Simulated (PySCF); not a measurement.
The vertical singlet excitations below were computed for one of the candidates. Level of theory: TDDFT wB97X-D/def2-SVPD, vertical, gas phase, core orbitals frozen in the response (PySCF). Geometries: GFN2-xTB, one conformer each.

| state | λ (nm) | f |
| --- | --- | --- |
| S1 | 176.6 | 0.043 |
| S2 | 171.8 | 0.053 |
| S3 | 171.5 | 0.012 |
| S4 | 169.5 | 0.024 |
| S5 | 163.8 | 0.099 |
| S6 | 161.1 | 0.025 |
| S7 | 160.3 | 0.048 |
| S8 | 156.3 | 0.107 |

Problem. Which structure fits? All have the formula C5H9OP.
A. `[P@H]1(=O)[C@H](C=C)CC1`
B. `COC1=C(C)P1C`
C. `C#C[P@@](C)(=O)CC`

Solution. A. Its S1, at 7.02 eV, is the highest among the candidates; the nearest of the others has S1 at 6.24 eV. S1 is HOMO→LUMO (51%), HOMO-1→LUMO (36%). Löwdin shares by element: HOMO carbon 45% or more, oxygen 26% (atoms not listed hold the other 29%); LUMO carbon 66% or more, hydrogen 6% or more (atoms not listed hold the other 28%). At the same level the other candidates give, for their lowest levels:
- `COC1=C(C)P1C`: 241 nm (f 0.004); 216 nm (f 0.056); 207 nm (f 0.010); 195 nm (f 0.058); 184 nm (f 0.015); T1 4.35 eV; HOMO -7.74, LUMO 2.16 eV
- `C#C[P@@](C)(=O)CC`: 199 nm (f 0.000); 192 nm (f 0.000); 191 nm (f 0.003); 183 nm (f 0.005); 175 nm (f 0.053); T1 5.20 eV; HOMO -9.65, LUMO 1.57 eV

The values belong to the conformer `[CH2:1]=[CH:2][C@@H:3]1[CH2:4][CH2:5][P@H:6]1=[O:7]`: C1–C2–C3–C4 128°.
Triplets come from the Tamm–Dancoff approximation.
